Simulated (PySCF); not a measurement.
Species, as SMILES: C(F)(=C)F.
Geometry (B3LYP-D3(BJ)/def2-TZVP, fixed):
```
C
C 1 1.3156
F 1 1.3225 2 125.22
F 1 1.3225 2 125.22 3 -180.00
H 2 1.0775 1 119.81 3 0.00
H 2 1.0775 5 120.39 1 180.00
```
Charge 0, spin multiplicity 1.

Basis-set convergence of the lowest singlet excitation energy at PBE0 with PySCF. Tamm-Dancoff approximation; the state is taken by its order, and sets in which it differs in degeneracy or brightness are left out, yet its character can still change. All functions are spherical. Density fitting with generated auxiliary sets. No added dispersion term, no relativity. Reference: the value in aug-pcseg-2, 6.685 eV, itself unsure by roughly 0.007 eV (its distance from aug-cc-pVTZ). Deviations are taken from unrounded values. Cost is core time over that of pcseg-1, rough, on shared machines of one kind.

```json
[
 {"basis": "pcseg-1", "functions": "66", "cost": "1×"},
 {"basis": "def2-SVPD", "functions": "102", "cost": "2×"},
 {"basis": "aug-pcseg-1", "functions": "110", "cost": "3×"},
 {"basis": "pcseg-2", "functions": "148", "cost": "6×"},
 {"basis": "def2-TZVPD", "functions": "172", "cost": "8×"},
 {"basis": "def2-TZVPPD", "functions": "188", "cost": "10×"},
 {"basis": "aug-pcseg-2", "functions": "230", "cost": "20×"}
]
```

**Question.** Which is the smallest set listed that can be trusted to 0.2 eV here, that is, within that of the reference together with its larger relatives (same family, alike in diffuse functions; a set with none to test it counts only in the reference's own line)?

**Answer.** The smallest set listed that lies within 0.2 eV of the reference with all its larger relatives (same family, alike in diffuse functions; a set with none counts only in the reference's own line) is aug-pcseg-1 (110 functions, 3× in cost, 0.015 eV off). Value minus reference: pcseg-1 1.732, def2-SVPD 0.634, aug-pcseg-1 0.015, pcseg-2 0.798, def2-TZVPD 0.244, def2-TZVPPD 0.242, aug-pcseg-2 0.000 eV.
